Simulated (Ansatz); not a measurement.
These are frozen-core CCSD(T)/def2-TZVPP // B3LYP-D3(BJ)/def2-TZVP (Ansatz, a first-principles code) values and carry that method's errors.

Ansatz 0.2 input:
```yaml
crystal:
  periodic: [false, false, false]
  atoms:
    - { symbol: Cl, position_ang: [2.159263, -0.163681, -0.091863] }
    - { symbol: Sn, position_ang: [-0.188315, 0.014271, 0.008013] }
    - { symbol: H, position_ang: [-0.556302, 1.624839, -0.411295] }
    - { symbol: H, position_ang: [-0.620783, -0.362436, 1.613072] }
    - { symbol: H, position_ang: [-0.793861, -1.112992, -1.117928] }
basis:
  gaussian: { orbitals: def2-TZVPP }
correlation:
  method: ccsd_t
```

Output:

```
Functional definition: HF
934 factors; integrals over basis functions are off by at most 1.1e-3 eV
mean field evaluation 1: about -18356.7821 eV, gradient 1.5e1 eV
mean field evaluation 2: about -18356.8734 eV, gradient 1.6e1 eV
mean field evaluation 4: about -18357.7742 eV, gradient 1.6e0 eV
mean field evaluation 8: about -18357.7868 eV, gradient 8.4e-2 eV
mean field evaluation 16: about -18357.5392 eV, gradient 7.4e0 eV
mean field -18357.78685631 eV, -674.6362236145 hartree, gradient 1.8e-6 eV, S^2 0.000000; 0 other end points of the search recorded, 0 dependent functions left out
9 core orbitals not correlated
reference -18357.78685631 eV, -674.6362236145 hartree; 12, 12 occupied and 113, 113 virtual orbitals, 934 factors
second order -14.25292683 eV of doubles, -0.00000000 eV of singles
cycle   1  -14.54591419 eV  change   -2.9e-1 eV  update   8.3e-2
cycle   2  -14.93159513 eV  change   -3.9e-1 eV  update   2.4e-2
cycle   3  -14.97605435 eV  change   -4.4e-2 eV  update   1.1e-2
cycle   4  -14.96841902 eV  change    7.6e-3 eV  update   2.7e-3
cycle   5  -14.96735662 eV  change    1.1e-3 eV  update   9.8e-4
cycle   6  -14.96748874 eV  change   -1.3e-4 eV  update   2.6e-4
cycle   7  -14.96743866 eV  change    5.0e-5 eV  update   8.1e-5
cycle   8  -14.96744655 eV  change   -7.9e-6 eV  update   2.8e-5
perturbative correction -0.47011865 eV, -0.0172765417 hartree
Total energy: -18373.22442151 eV, -675.2035436716 hartree
```

Cost: around 19 core-seconds (rough).
